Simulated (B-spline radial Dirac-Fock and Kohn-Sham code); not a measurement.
**Dipole and non-dipole photoemission parameters of Cd 3p3/2**

System: atomic cadmium, [Kr] 4d10 5s2; threshold 618.4 eV (tabulated edge). Model: Dirac-Hartree-Slater photoionisation with a Latter tail; cross sections with all multipoles, angular parameters from the dipole term and its interference with E2. Program: a radial B-spline solver.

```csv
hν (eV),σ (kb),β,γ,δ
1486.9,117,1.595,-0.023,0.003
2160,57.2,1.643,0.027,0.006
2790,33.2,1.634,0.168,0.009
3140,25.4,1.622,0.255,0.012
4930,8.55,1.538,0.670,0.026
5414.7,6.73,1.514,0.768,0.030
6000,5.15,1.486,0.880,0.036
7470,2.86,1.417,1.124,0.051
8060,2.32,1.391,1.210,0.058
8290,2.14,1.381,1.242,0.060
8970,?,?,?,?
9160,1.62,1.345,1.354,0.070
11200,0.908,1.266,1.577,0.094
12000,0.741,1.237,1.652,0.103
13100,0.571,1.199,1.747,0.117
```

Task: Give the values at 8970 eV.

Result: σ = 1.72 kb, β = 1.353, γ = 1.330, δ = 0.068.

Values without a named source are computed, but for edge energies of neutral atoms, which are taken from tables.
